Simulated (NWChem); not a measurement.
System: ZnH$_{2}$SeO; SMILES [Zn]([OH])[SeH]

```xyz
5

Zn    -0.0113     0.8570     0.0097
O     -0.0073     2.6288    -0.0916
H     -0.0404     3.0874     0.7537
Se    -0.0296    -1.4225    -0.0094
H      1.4428    -1.4613     0.0096
```
Atoms are numbered in this order, from 1.

Coordinates come from a PBE0/def2-SVP optimisation.

Question: List the 4 lowest vertical singlet excitations from PBE/def2-SVPD, TDA (NWChem).

Answer: 
```json
[
 {"state": "S1", "energy (eV)": "4.17", "oscillator strength": "0.029", "leading excitation (squared amplitude)": "HOMO → LUMO (0.99)"},
 {"state": "S2", "energy (eV)": "4.99", "oscillator strength": "0.002", "leading excitation (squared amplitude)": "HOMO → LUMO+1 (0.90)"},
 {"state": "S3", "energy (eV)": "5.00", "oscillator strength": "0.019", "leading excitation (squared amplitude)": "HOMO−1 → LUMO (0.92)"},
 {"state": "S4", "energy (eV)": "5.51", "oscillator strength": "0.003", "leading excitation (squared amplitude)": "HOMO → LUMO+2 (0.67)"}
]
```
